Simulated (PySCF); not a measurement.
Compound: C5H6O2.
Geometry (PBE0-D3(BJ)/def2-SVP, Å), atoms numbered from 1 in this order:
```
atom  x, y, z in Å
C1     2.093   -0.613   -0.047
C2     1.205    0.311   -0.436
C3    -0.236    0.362   -0.168
C4    -0.979    1.390   -0.621
C5    -0.900   -0.720    0.621
O6    -0.338   -1.633    1.173
O7    -2.234   -0.587    0.674
H8     3.143   -0.509   -0.334
H9     1.802   -1.472    0.557
H10    1.562    1.155   -1.037
H11   -2.051    1.442   -0.432
H12   -0.516    2.200   -1.191
H13   -2.551   -1.322    1.220
```

Level: PBE0/pcSseg-1 in PySCF, non-relativistic, on one gas-phase PBE0-D3(BJ)/def2-SVP geometry that isn't relaxed in the solvent. The solvent is an IEF-PCM continuum (cavity from Bondi-type radii × 1.2). Only the electrostatic response of the medium enters.

```json
{"medium": "gas phase", "total energy (Eh)": "-344.137691", "HOMO (eV)": "-7.116", "LUMO (eV)": "-1.703", "dipole (D)": "1.736"}
{"medium": "water (ε = 78.36)", "total energy (Eh)": "-344.147883", "HOMO (eV)": "-7.141", "LUMO (eV)": "-1.690", "dipole (D)": "2.566"}
```

Problem. What is E(solvent) − E(gas) in water, in kJ/mol?

Solution. -344.147883 − (-344.137691) = -0.010192 Eh = -26.76 kJ/mol.

Problem. Scale it by Onsager's factor (ε − 1)/(2ε + 1) to benzene (ε = 2.271), and compare with the calculation.

Solution. The factor goes from 0.490 to 0.229, a ratio of 0.467, which gives -12.51 kJ/mol. The calculation gives -11.85 kJ/mol (total energy -344.142205 Eh), so the scaled value is 5.6 % too large in size.

Problem. Scale the changes of the other columns the same way. What are the values in benzene?

Solution. 
| quantity | scaled | computed | difference |
| --- | --- | --- | --- |
| HOMO (eV) | -7.128 | -7.106 | -0.022 |
| LUMO (eV) | -1.697 | -1.680 | -0.017 |
| dipole (D) | 2.124 | 2.074 | +0.050 |

Problem. How does each lowering split into the polarisation term (half the interaction with the induced surface charges) and the distortion of the solute's density?

Solution. water: -30.46 + 3.70 kJ/mol, the distortion taking back 12 % of the polarisation term; benzene: -12.52 + 0.67 kJ/mol, the distortion taking back 5 % of the polarisation term.
